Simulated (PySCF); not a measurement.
Br₂Sb, charge +1, multiplicity 1. Atoms are numbered in the order given.

```xyz
3

Sb     0.0000     0.0000     0.8912
Br     0.0000    -1.8941    -0.6493
Br     0.0000     1.8941    -0.6493
```
Charge +1, spin multiplicity 1.

Coordinates come from a r2SCAN-D4/def2-SVP optimisation. The multiplicity is an assumed one; other spin states were not compared. The isomer is the one that the SMILES or the coordinates give; other isomers of the formula were not compared. The def2 effective core potentials stand for the cores of Sb; spin–orbit coupling is left out.

Method: IEF-PCM-PBE0/def2-SVP (PySCF).

The values are the electrostatic part of the solvation free energy, E(continuum) − E(gas) at the gas-phase geometry, in a cavity of scaled van der Waals radii (PySCF's table); cavitation and dispersion terms are not included. A continuum can't describe solvent molecules that bind to the metal. In vacuum the orbital gap is 3.89 eV.

```tsv
solvent	ε	ΔG(elec) (kcal/mol)	gap (eV)
water	78.36	?	?
2-propanol	19.26	-58.0	4.21
dimethylsulfoxide	46.83	-60.0	4.23
```

Task: Some entries are withheld; supply them. (The exact figures need the calculation; the answer reports its results.)

Result: 
- water, ΔG(elec) (kcal/mol): -60.6
- water, gap (eV): 4.23
